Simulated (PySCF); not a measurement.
selenium hexafluoride (F6Se), SMILES F[Se](F)(F)(F)(F)F.

Coordinates come from a B3LYP-D3(BJ)/def2-SVP optimisation.

Two levels are set side by side: TDA-PBE/def2-SVPD (PySCF) and TDA-M06-2X/def2-SVPD (PySCF). Vertical, same geometry. The lowest singlet is HOMO→LUMO 100 % with PBE and HOMO−2→LUMO 94 % with the other functional; states are paired by order. Differences are taken from unrounded values.

```json
[
 {"quantity": "lowest singlet excitation (eV)", "TDA-M06-2X": "7.74"},
 {"quantity": "lowest triplet excitation (TDA) (eV)", "TDA-M06-2X": "7.24"}
]
```

**Question.** What does TDA-PBE give, and how far is it from TDA-M06-2X? (An estimate is asked for; the answer gives what the named calculation found.)

**Answer.** 
```tsv
quantity	TDA-PBE	TDA-PBE minus TDA-M06-2X
lowest singlet excitation (eV)	5.27	-2.47
lowest triplet excitation (TDA) (eV)	4.92	-2.33
```

Functionals without exact exchange tend to place singlet excitations lower, as here. Differences between two approximate levels are no errors against the true value.

Rough cost on one machine, each run with all the roots and properties that it gave: TDA-M06-2X against TDA-PBE about 10 times.
